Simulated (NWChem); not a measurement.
System: silicon dioxide molecule (SiO$_{2}$); SMILES O=[Si]=O

The following NWChem deck was run.

```
start job
memory heap 200 mb stack 900 mb global 1100 mb
geometry units angstroms noautosym nocenter noautoz
  O      0.000000     0.000000    -1.518369
  Si     0.000000     0.000000     0.000000
  O      0.000000     0.000000     1.518369
end
basis spherical
  * library cc-pvdz
end
dft
  xc pbe0
  iterations 150
end
property
  shielding 2 1 2
end
task dft property
```

Output (shortened):

```
             Northwest Computational Chemistry Package (NWChem) 7.3.0
             --------------------------------------------------------

                             Geometry "geometry" -> ""
                             -------------------------

 Output coordinates in angstroms (scale by  1.889725989 to convert to a.u.)

  No.       Tag          Charge          X              Y              Z
 ---- ---------------- ---------- -------------- -------------- --------------
    1 O                    8.0000     0.00000000     0.00000000    -1.51836900
    2 Si                  14.0000     0.00000000     0.00000000     0.00000000
    3 O                    8.0000     0.00000000     0.00000000     1.51836900

 Effective nuclear repulsion energy (a.u.)      89.2203250619

                              NWChem Property Module
                              ----------------------

  itol2e modified to match energy
  convergence criterion.

                                 NWChem DFT Module
                                 -----------------

 Summary of "ao basis" -> "ao basis" (spherical)
 ------------------------------------------------------------------------------
       Tag                 Description            Shells   Functions and Types
 ---------------- ------------------------------  ------  ---------------------
 O                          cc-pvdz                  6       14   3s2p1d
 Si                         cc-pvdz                  8       18   4s3p1d

  itol2e modified to match energy
  convergence criterion.

            General Information
            -------------------
          SCF calculation type: DFT
          Wavefunction type:  closed shell.
          No. of atoms     :     3
          No. of electrons :    30
           Alpha electrons :    15
            Beta electrons :    15
          Charge           :     0
          Spin multiplicity:     1
          Use of symmetry is: off; symmetry adaption is: off
          Maximum number of iterations: 150
          AO basis - number of functions:    46
                     number of shells:    20
          Convergence on energy requested:  1.00D-07
          Convergence on density requested:  1.00D-05
          Convergence on gradient requested:  5.00D-04

              XC Information
              --------------
                         PBE0 Method XC Functional
                     Hartree-Fock (Exact) Exchange  0.250
          PerdewBurkeErnzerhof Exchange Functional  0.750
            Perdew 1991 LDA Correlation Functional  1.000 local
           PerdewBurkeErnz. Correlation Functional  1.000 non-local

             Grid Information
             ----------------
          Grid used for XC integration:  fine
          Radial quadrature: Mura-Knowles
          Angular quadrature: Lebedev.
          Tag              B.-S. Rad. Rad. Pts. Rad. Cut. Ang. Pts.
          ---              ---------- --------- --------- ---------
          O                   0.60       70           8.0       590
          Si                  1.10      123           6.0       770
          Grid pruning is: on
          Number of quadrature shells:   263
          Spatial weights used:  Erf1

      Superposition of Atomic Density Guess
      -------------------------------------

 Sum of atomic energies:        -438.36261013

      Non-variational initial energy
      ------------------------------

 Total energy =    -438.654033
 1-e energy   =    -783.983868
 2-e energy   =     256.109509
 HOMO         =      -0.487833
 LUMO         =      -0.124777

   convergence    iter        energy       DeltaE   RMS-Dens  Diis-err
 ---------------- ----- ----------------- --------- --------- ---------
 d= 0,ls=0.0,diis     1   -439.4636011741 -5.29D+02  3.96D-02  1.39D+00
 d= 0,ls=0.0,diis     2   -438.8447675708  6.19D-01  2.49D-02  7.25D+00
 d= 0,ls=0.0,diis     3   -439.6444412617 -8.00D-01  1.40D-03  5.26D-03
 d= 0,ls=0.0,diis     4   -439.6449401229 -4.99D-04  2.88D-04  5.76D-04
 d= 0,ls=0.0,diis     5   -439.6449908465 -5.07D-05  8.03D-05  2.35D-05
  Resetting Diis
 d= 0,ls=0.0,diis     6   -439.6449938894 -3.04D-06  6.66D-06  7.17D-08
 d= 0,ls=0.0,diis     7   -439.6449939057 -1.63D-08  2.22D-06  6.52D-09

         Total DFT energy =     -439.644993905668
      One electron energy =     -785.453452064275
           Coulomb energy =      294.409191897207
    Exchange-Corr. energy =      -37.821058800507
 Nuclear repulsion energy =       89.220325061907

 Numeric. integr. density =       29.999999986363

                       DFT Final Molecular Orbital Analysis
                       ------------------------------------

 Vector   13  Occ=2.000000D+00  E=-3.959051D-01
              MO Center= -3.0D-10,  8.4D-11,  9.4D-05, r^2= 2.5D+00
   Bfn.  Coefficient  Atom+Function         Bfn.  Coefficient  Atom+Function
  ----- ------------  ---------------      ----- ------------  ---------------
     4      0.274622  1 O  px                36      0.274646  3 O  px
     5     -0.253564  1 O  py                37     -0.253586  3 O  py
    22      0.216265  2 Si px                23     -0.199682  2 Si py
     7      0.187238  1 O  px                39      0.187253  3 O  px
     8     -0.172881  1 O  py                40     -0.172895  3 O  py

 Vector   14  Occ=2.000000D+00  E=-3.519314D-01
              MO Center=  2.7D-10,  2.0D-10, -9.1D-05, r^2= 2.7D+00
   Bfn.  Coefficient  Atom+Function         Bfn.  Coefficient  Atom+Function
  ----- ------------  ---------------      ----- ------------  ---------------
     5      0.345650  1 O  py                37     -0.345631  3 O  py
     4      0.265654  1 O  px                36     -0.265639  3 O  px
     8      0.233901  1 O  py                40     -0.233887  3 O  py
     7      0.179768  1 O  px                39     -0.179757  3 O  px
    29     -0.137195  2 Si d -1              31      0.105443  2 Si d  1

 Vector   15  Occ=2.000000D+00  E=-3.519314D-01
              MO Center= -6.2D-10,  4.2D-10, -9.1D-05, r^2= 2.7D+00
   Bfn.  Coefficient  Atom+Function         Bfn.  Coefficient  Atom+Function
  ----- ------------  ---------------      ----- ------------  ---------------
     4      0.345650  1 O  px                36     -0.345631  3 O  px
     5     -0.265654  1 O  py                37      0.265639  3 O  py
     7      0.233901  1 O  px                39     -0.233887  3 O  px
     8     -0.179768  1 O  py                40      0.179757  3 O  py
    31      0.137195  2 Si d  1              29      0.105443  2 Si d -1

 Vector   16  Occ=0.000000D+00  E=-1.100471D-01
              MO Center=  3.7D-09, -7.9D-09, -2.2D-06, r^2= 2.5D+00
   Bfn.  Coefficient  Atom+Function         Bfn.  Coefficient  Atom+Function
  ----- ------------  ---------------      ----- ------------  ---------------
    18      0.887638  2 Si s                  6     -0.300931  1 O  pz
    38      0.300930  3 O  pz                30     -0.270235  2 Si d  0
     9     -0.211838  1 O  pz                41      0.211837  3 O  pz
     3     -0.162964  1 O  s                 35     -0.162966  3 O  s
    17      0.146977  2 Si s                 16     -0.091624  2 Si s

[...]

          -----------------------------------------
          Chemical Shielding Tensors (GIAO, in ppm)
          -----------------------------------------

                                NWChem CPHF Module
                                ------------------

  scftype          =     RHF
  nclosed          =       15
  nopen            =        0
  variables        =      465
  # of vectors     =        3
  tolerance        = 0.10D-03
  level shift      = 0.00D+00
  max iterations   =       50
  max subspace     =       30

 SCF residual:    2.3779377303635355E-004

Iterative solution of linear equations
  No. of variables      465
  No. of equations        3
  Maximum subspace       30
        Iterations       50
       Convergence  1.0D-04

   iter   nsub   residual    time
   ----  ------  --------  ---------
     1      3    5.05D-01      12.7
     2      6    3.09D-02      14.3
     3      9    5.75D-03      15.8
     4     12    2.34D-04      17.5
     5     15    5.67D-06      19.1

      Atom:    1  O
        Diamagnetic
    379.5318      0.0000     -0.0000
      0.0000    379.5318     -0.0000
     -0.0000     -0.0000    415.7465

        Paramagnetic
   -315.8818      0.0000     -0.0000
      0.0000   -315.8818     -0.0000
     -0.0000     -0.0000      0.0000

        Total Shielding Tensor
     63.6500      0.0000     -0.0000
      0.0000     63.6500     -0.0000
     -0.0000     -0.0000    415.7465

           isotropic =     181.0155
          anisotropy =     352.0965

          Principal Components and Axis System
                 1           2           3
              415.7465     63.6500     63.6500

      1        -0.0000      0.7513     -0.6599
      2        -0.0000      0.6599      0.7513
      3         1.0000      0.0000      0.0000

      Atom:    2  Si
        Diamagnetic
    891.3573     -0.0000     -0.0000
     -0.0000    891.3573     -0.0000
     -0.0000     -0.0000    882.3987

        Paramagnetic
   -717.9888     -0.0000     -0.0000
     -0.0000   -717.9888      0.0000
     -0.0000      0.0000     -0.0000

        Total Shielding Tensor
    173.3685     -0.0000     -0.0000
     -0.0000    173.3685      0.0000
     -0.0000      0.0000    882.3987

           isotropic =     409.7119
          anisotropy =     709.0302

          Principal Components and Axis System
                 1           2           3
              882.3987    173.3685    173.3685

      1        -0.0000      0.7428      0.6695
      2         0.0000     -0.6695      0.7428
      3         1.0000      0.0000     -0.0000
```

Level: PBE0/cc-pVDZ, GIAO. Coordinates come from a PBE0/def2-SVP optimisation. The printed shielding anisotropy is the first printed principal value minus the mean of the other two.
